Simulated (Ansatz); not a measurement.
```yaml
crystal:
  periodic: [false, false, false]
  atoms:
    - {symbol: B, position_ang: [0.474893, 1.076082, -0.785080]}
    - {symbol: B, position_ang: [-1.212872, 0.456859, 0.129081]}
    - {symbol: B, position_ang: [0.195964, 0.531113, 1.057623]}
    - {symbol: B, position_ang: [-0.357721, -1.023044, 0.552352]}
    - {symbol: B, position_ang: [-0.188732, -0.697969, -0.959172]}
    - {symbol: B, position_ang: [1.177084, -0.338071, -0.342067]}
    - {symbol: F, position_ang: [0.741545, 1.937170, -1.429014]}
    - {symbol: H, position_ang: [-2.268198, 0.989061, 0.635889]}
    - {symbol: F, position_ang: [0.727241, 0.987393, 2.329032]}
    - {symbol: H, position_ang: [-0.606397, -2.321572, 1.406741]}
    - {symbol: H, position_ang: [-0.556543, -1.140927, -2.254821]}
    - {symbol: H, position_ang: [2.495466, -1.048083, -0.118754]}
basis:
  gaussian: {orbitals: x2c-TZVPPall}
total_charge: -2
magnetization: {spin_polarized: true, initial_magnetization: 2}
hamiltonian: {xc: {name: B3LYP}, dispersion: d3bjatm}
```

```sh
$ ansatz run in.yaml --threads 4 --pin off --events-out ev --progress --plain --max-ram 4787MiB
```

It prints (some lines left out):

```
Functional definition: B3LYP
1568 factors; their error is unknown
mean field evaluation 1: about -9543.2392 eV, gradient 5.8e1 eV
mean field evaluation 2: about -9437.8431 eV, gradient 1.4e2 eV
mean field evaluation 4: about -9557.8920 eV, gradient 2.1e1 eV
mean field evaluation 8: about -9560.3224 eV, gradient 4.3e-1 eV
mean field evaluation 16: about -9560.3313 eV, gradient 1.0e-2 eV
mean field evaluation 32: about -9559.5070 eV, gradient 3.7e0 eV
a density is far from that of the atoms, so the factors are made again for it
1978 factors; integrals over basis functions are off by at most 8.1e-4 eV
mean field -9560.33147768 eV, -351.3357015792 hartree, gradient 1.9e-5 eV, S^2 2.004699; 0 other end points of the search recorded, 0 dependent functions left out
reference -9560.33179903 eV, -351.3357133889 hartree; 28, 26 occupied and 276, 278 virtual orbitals, 1978 factors
Total energy: -9560.88655192 eV, -351.3561001814 hartree
Relativity: scalar
```

It took 47 s on 4 threads of Intel Xeon on a shared host, peak host memory 1.5 GiB.

DK, ANO-RCC and x2c sets are all-electron and run with scalar relativity unless a key says otherwise. B3LYP takes the VWN-RPA correlation. A multiply charged anion in the gas phase is held together partly by the finite basis. Removing one electron lowers the energy by 1.43 eV at PBE0-D4/def2-TZVPD, so it isn't bound. The highest occupied level of an anion often lies above zero with these methods, and sets without diffuse functions describe the outer electron poorly.
